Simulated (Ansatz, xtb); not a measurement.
C6H8OS: which of two isomers lies lower

Structure a: `COc1cscc1C`, a singlet. Structure b: `COc1csc(C)c1`, a singlet. Both are isolated molecules in the gas phase, relaxed with PBE-D3(BJ)/def2-SVP; the shapes shown needn't be the lowest conformers.

a (Å):

```yaml
atoms:
  - { symbol: C, position_ang: [-0.7366, 1.3103, 1.8327] }
  - { symbol: C, position_ang: [-0.2028, -0.2237, 0.1232] }
  - { symbol: C, position_ang: [-1.3499, 0.0078, -0.6225] }
  - { symbol: C, position_ang: [0.1638, -1.6903, -1.6445] }
  - { symbol: C, position_ang: [0.6809, -1.2053, -0.4595] }
  - { symbol: C, position_ang: [1.9756, -1.6069, 0.1806] }
  - { symbol: O, position_ang: [0.1595, 0.3557, 1.2990] }
  - { symbol: S, position_ang: [-1.3625, -0.9773, -2.0534] }
  - { symbol: H, position_ang: [-0.2942, 1.6757, 2.7780] }
  - { symbol: H, position_ang: [-1.7337, 0.8609, 2.0453] }
  - { symbol: H, position_ang: [-0.8789, 2.1704, 1.1389] }
  - { symbol: H, position_ang: [-2.1802, 0.6912, -0.4189] }
  - { symbol: H, position_ang: [0.6108, -2.4421, -2.3065] }
  - { symbol: H, position_ang: [1.8064, -2.0242, 1.1953] }
  - { symbol: H, position_ang: [2.6448, -0.7308, 0.3105] }
  - { symbol: H, position_ang: [2.5082, -2.3656, -0.4235] }
```

b (Å):

```xyz
16

C     0.8518    0.4522   -2.4300
C     1.5719   -0.5371   -0.4182
C     0.7555   -1.6541   -0.5308
C     2.1712   -1.6686    1.5537
C     2.8204   -2.0283    2.8546
C     2.3766   -0.5503    0.7714
O     1.6734    0.5075   -1.2812
S     0.9785   -2.7191    0.8264
H     1.0560    1.3669   -3.0171
H    -0.2290    0.4249   -2.1602
H     1.0805   -0.4417   -3.0550
H     0.0438   -1.9148   -1.3203
H     2.0806   -2.1192    3.6774
H     3.5499   -1.2463    3.1402
H     3.3640   -2.9944    2.7949
H     3.0804    0.2550    1.0213
```

Quicker runs give these differences E(b) − E(a): GFN2-xTB +1.34 kJ/mol; HF/STO-3G −0.12 kJ/mol (at GFN2-xTB geometries); r2SCAN-D4/def2-SVP +2.49 kJ/mol (at GFN2-xTB geometries).

Q: Which of the two would you expect CCSD(T)/def2-SVP + ΔMP2/def2-TZVPP electronic energies to favour?

A: CCSD(T)/def2-SVP + ΔMP2/def2-TZVPP gives E(b) − E(a) = +3.83 kJ/mol, slightly favouring structure a, which is too small a margin to settle the true order.

Level by level:

```json
{"level": "GFN2-xTB", "geometry": "GFN2-xTB", "E(b) − E(a) (kJ/mol)": "+1.34", "departure from the last row (kJ/mol)": "−2.49", "job, with rough time for the two": "optimisation, 0.55 s"}
{"level": "HF/STO-3G", "geometry": "GFN2-xTB", "E(b) − E(a) (kJ/mol)": "−0.12", "departure from the last row (kJ/mol)": "−3.96", "job, with rough time for the two": "single point, 1.2 s"}
{"level": "r2SCAN-D4/def2-SVP", "geometry": "GFN2-xTB", "E(b) − E(a) (kJ/mol)": "+2.49", "departure from the last row (kJ/mol)": "−1.34", "job, with rough time for the two": "single point, 11 s"}
{"level": "PBE-D3(BJ)/def2-SVP", "geometry": "PBE-D3(BJ)/def2-SVP", "E(b) − E(a) (kJ/mol)": "+2.51", "departure from the last row (kJ/mol)": "−1.32", "job, with rough time for the two": "optimisation, 38 s"}
{"level": "HF/def2-SVP", "geometry": "PBE-D3(BJ)/def2-SVP", "E(b) − E(a) (kJ/mol)": "+0.84", "departure from the last row (kJ/mol)": "−2.99", "job, with rough time for the two": "part of the CCSD(T) run"}
{"level": "MP2/def2-SVP", "geometry": "PBE-D3(BJ)/def2-SVP", "E(b) − E(a) (kJ/mol)": "+4.21", "departure from the last row (kJ/mol)": "+0.38", "job, with rough time for the two": "part of the CCSD(T) run"}
{"level": "CCSD(T)/def2-SVP", "geometry": "PBE-D3(BJ)/def2-SVP", "E(b) − E(a) (kJ/mol)": "+3.54", "departure from the last row (kJ/mol)": "−0.29", "job, with rough time for the two": "single point"}
{"level": "CCSD(T)/def2-SVP + ΔMP2/def2-TZVPP", "geometry": "PBE-D3(BJ)/def2-SVP", "E(b) − E(a) (kJ/mol)": "+3.83", "departure from the last row (kJ/mol)": "", "job, with rough time for the two": "single point, 5.5 min"}
```

As drawn, both hold the same kinds of bond in the same numbers.

The largest departure from CCSD(T)/def2-SVP + ΔMP2/def2-TZVPP is that of HF/STO-3G, 3.96 kJ/mol. The last row adds to CCSD(T) the change of the MP2 difference between the two basis sets, here +0.29 kJ/mol.

With thermal terms from frequencies at re-optimised GFN2-xTB minima (ideal gas, soft modes damped towards free rotors, one conformer each, 298.15 K, 1 atm): the zero-point term adds −0.15 kJ/mol; ΔH is +3.74 and ΔG +3.64 kJ/mol.

The correlated steps freeze 12 core orbitals. Programs: Ansatz 0.2.0, xtb 6.7.1; the last row on 2 threads of Arm Neoverse V1 on a shared host.
